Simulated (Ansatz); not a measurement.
Total energies of Al(OH)3 (AlO₃H₃) from Ansatz at PBE-D4/def2-TZVPD, gas phase (1 Eh = 27.2114 eV = 2625.5 kJ/mol). The reference geometry is relaxed at PBE-D4/def2-TZVP.

```tsv
state	geometry	energy (Eh)
charge 0 singlet	reference	-469.82719
charge -1 doublet	reference	-469.82591
free Al atom (doublet)	–	-242.22767
free O atom (triplet)	–	-75.01069
free H atom (doublet)	–	-0.49962
```

Task: Work out the vertical electron affinity, to the doublet.

Result: E(charge 0 singlet) − E(charge -1 doublet) = -469.82719 − (-469.82591) = -0.00128 Eh = -0.03 eV; so near zero that its sign isn't settled.

Task: What is the binding energy per atom against free atoms?

Result: Atoms: 1 × (-242.22767) + 3 × (-75.01069) + 3 × (-0.49962) = -468.75860 Eh. Binding: -468.75860 − (-469.82719) = 1.06859 Eh = 29.08 eV, or 4.15 eV for each of 7 atoms (no zero-point energy, no counterpoise term).

At PBE-D4/def2-TZVPD the highest occupied level of the charge -1 doublet lies above zero (up to 1.73 eV). Energy differences put its binding near zero (-0.03 eV; vertical, to the charge 0 singlet, at PBE-D4/def2-TZVPD), which leaves it undecided.
